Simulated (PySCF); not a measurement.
# Electron correlation in Au⁺ (gold, charge +1)

[Xe] 4f14 5d10, closed-shell 1S. All numbers are calculated (PySCF 2.14, a scalar-relativistic core potential, in def2-QZVPPD with the def2 core potential (60 electrons) (7s5p4d4f2g, 88 functions)). Frozen: 5s2 5p6; 10 electrons correlated.

```csv
level,correlation energy (mhartree)
CCSD,-316.57
(T),-12.94
CCSD(T),-329.51
```

Diagnostics: T1 = 0.0025, D1 = 0.0035, largest double amplitude 0.021.

Cost of the coupled-cluster step: roughly 11 core-seconds, for 10 correlated electrons.
